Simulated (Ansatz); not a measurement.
Basis-set series for CH4InO2, SMILES `C[O][In][OH]` radical. The species carries charge 0 and has multiplicity 2. In: def2 effective core potential. The geometry is a stationary point of PBE0-D4/def2-TZVP. It is one conformer, not always the lowest.

```
atom   x (Å)   y (Å)   z (Å)
  C1  -0.937   1.055   0.603
  O2   0.131   0.291   0.126
 In3   0.054  -1.532  -0.739
  O4   1.887  -2.173  -1.237
  H5  -0.532   1.990   1.006
  H6  -1.488   0.560   1.414
  H7  -1.657   1.321  -0.183
  H8   2.542  -1.511  -0.990
```

| functional | basis | functions | energy (Eh) | HOMO (eV) | LUMO (eV) |
| --- | --- | --- | --- | --- | --- |
| PBE0-D4 | def2-SVP | 88 | -380.72123 | -6.42 | -3.57 |
| PBE0-D4 | def2-QZVPP | 373 | -380.98023 | -6.58 | -3.75 |
| ωB97M-V | def2-SVP | 88 | -380.79722 | -8.52 | -1.92 |
| ωB97M-V | def2-QZVPP | 373 | -381.06356 | -8.70 | -2.16 |

(1) Give the rows for def2-TZVPP. (Estimate.)

## Answers

(1) The calculation gave: 
| functional | basis | functions | energy (Eh) | HOMO (eV) | LUMO (eV) |
| --- | --- | --- | --- | --- | --- |
| PBE0-D4 | def2-TZVPP | 199 | -380.96687 | -6.54 | -3.69 |
| ωB97M-V | def2-TZVPP | 199 | -381.05050 | -8.66 | -2.06 |

HOMO and LUMO are taken over both spins.

Program: Ansatz 0.2.0.
